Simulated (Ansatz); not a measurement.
Consider the ligand exchange at a B–O bond: `NBO[SiH2]F` + H₂S → `NBS` + `O[SiH2]F`.

Gas-phase electronic energies from Ansatz, PBE0-D4/def2-TZVP geometries. CCSD(T)/CBS adds triple-zeta CCSD(T) − MP2 to the extrapolated MP2 energy (def2 sets, frozen cores). This one scheme is used for every species. DFT in def2-TZVPP. B3LYP here is the variant with VWN-RPA as its local correlation; programs differ in this. One conformer a species, not always the lowest.

`NBO[SiH2]F`:

Z-matrix (Å, degrees):
```
Si
F 1 1.594
O 1 1.625 2 109.4
H 1 1.476 2 107.3 3 117.2
H 1 1.480 2 107.3 3 -120.6
B 3 1.377 1 132.5 2 -94.5
N 6 1.392 3 119.1 1 175.4
H 6 1.200 3 120.8 1 -5.0
H 7 1.003 6 122.6 3 179.9
H 7 1.006 6 122.7 3 -0.8
```

H₂S:

Z-matrix (Å, degrees):
```
S
H 1 1.341
H 1 1.341 2 92.3
```

`NBS`:

```xyz
7

N     0.793   -0.814    0.313
B    -0.182   -0.008   -0.265
S    -0.688    1.533    0.552
H     1.259   -0.606    1.180
H     1.095   -1.672   -0.113
H    -0.684   -0.330   -1.299
H    -1.592    1.897   -0.368
```

`O[SiH2]F`:

```xyz
6

O     0.335   -1.048   -0.639
Si   -0.045    0.391    0.025
F     0.805    0.650    1.350
H     0.049   -1.852   -0.204
H     0.324    1.416   -0.968
H    -1.468    0.444    0.436
```

| level | ΔE (kcal/mol) |
| --- | --- |
| B3LYP-D4 | 13.4 |
| B2PLYP | 13.0 |

Task: What does CCSD(T)/CBS give? (An estimate is asked.)

Result: Computed: +12.5 kcal/mol. The listed levels differ from it by 0.9, 0.5 kcal/mol.

Largest T1 diagnostic among the species: 0.012.

From PBE to PBE0 (25 % exact exchange), in def2-TZVPP and without D4, ΔE moves by +0.9 kcal/mol. In def2-TZVPP, CCSD(T) changes the Hartree–Fock value by −3.5 kcal/mol (the triples alone add −0.7 kcal/mol) and MP2 by −4.6 kcal/mol.
